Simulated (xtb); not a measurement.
Si(F)(Me)3 (C₃H₉FSi), SMILES C[Si](C)(C)F. All values are semi-empirical tight-binding results from xtb (GFN2-xTB unless named), good for trends rather than for accurate numbers. Geometry: GFN2-xTB.

Computed properties:
- point group as xtb finds it = C3v
- orbital gap = 7.00 eV
- dipole moment = 2.13 D
- zero-point energy = 70.8 kcal/mol
- G − E(el) at 298.15 K (modified RRHO) = 50.6 kcal/mol
- static polarisability (D4 model) = 69.2 bohr³
- solvation energy, GFN2-xTB/ALPB(water) = -1.2 kcal/mol
- solvation energy, GFN2-xTB/ALPB(dmf) = -4.8 kcal/mol
